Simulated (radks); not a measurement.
Task: All-electron atom: a nucleus of charge 31.8 with 32 electrons in [Ar] 3d10 4s2 4p2. All-electron calculation, Dirac Kohn-Sham, PBE, spin-unpolarised, spherical densities, point nucleus; open shells are shared between the two j in proportion to 2j + 1. Program: a radial shooting solver on a logarithmic mesh with Libxc functionals.

Spin-orbit splittings of the eigenvalues, e(l+1/2) - e(l-1/2), with zeta = 2 splitting/(2l+1) and mean radii in bohr:

| shell | occ. | splitting (eV) | zeta (eV) | <r> j=l-1/2 | <r> j=l+1/2 |
|---|---|---|---|---|---|
| 2p | 6 | 30.99 | 20.66 | 0.1826 | 0.1862 |
| 3p | 6 | 4.139 | 2.759 | 0.6460 | 0.6567 |
| 3d | 10 | ? | ? | 0.7467 | 0.7523 |
| 4p | 2 | 0.1607 | 0.1072 | 3.049 | 3.120 |

Estimate the 3d splitting.

Result: 0.5586 eV (zeta = 0.2234 eV).
